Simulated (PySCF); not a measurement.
Precursor series Cd NH2-Br. Isolated molecules, 0 K electronic values unless said otherwise. One relaxed conformer stands for each flexible species; it need not be the lowest.

The numbers are results of B3LYP-D3(BJ)/def2-TZVP // PBE-D3(BJ)/def2-SVP (PySCF 2.14.0), not measurements. B3LYP has the VWN-RPA correlation part, as in Gaussian. 

| species | mean distance from the central atom to its bonded neighbours (Å) | coordination number | HOMO (eV) |
|---|---|---|---|
| 0 of 2 NH2 replaced by Br | 2.021 | 2 | -6.48 |
| 1 of 2 NH2 replaced by Br ([Cd(NH2)(Br)]) | 2.231 | 2 | -7.22 |
| 2 of 2 NH2 replaced by Br ([Cd(Br)2]) | 2.420 | … | … |

Question: Some entries are withheld; supply them.

Answer: 
- 2 of 2 NH2 replaced by Br ([Cd(Br)2]), coordination number: 2
- 2 of 2 NH2 replaced by Br ([Cd(Br)2]), HOMO (eV): -8.13
